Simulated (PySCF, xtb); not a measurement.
Mg(H)(SiH3) (H4MgSi), SMILES [MgH][SiH3].

Harmonic wavenumbers (cm⁻¹) from xtb 6.7.1 with GFN2-xTB at its own minimum, in rising order: 30, 102, 335, 341, 343, 795, 845, 847, 1103, 1987, 2021, 2098.

Task: What does TPSSh-D3(BJ)/def2-TZVP (PySCF) give at its own minimum? (The exact figures need the calculation; the answer reports its results.)

Result: 271, 271, 340, 403, 403, 871, 958, 958, 1618, 2184, 2188, 2188. Paired by order, the mean absolute difference is 151 cm⁻¹ and the zero-point energies are 15.5 and 18.1 kcal/mol.
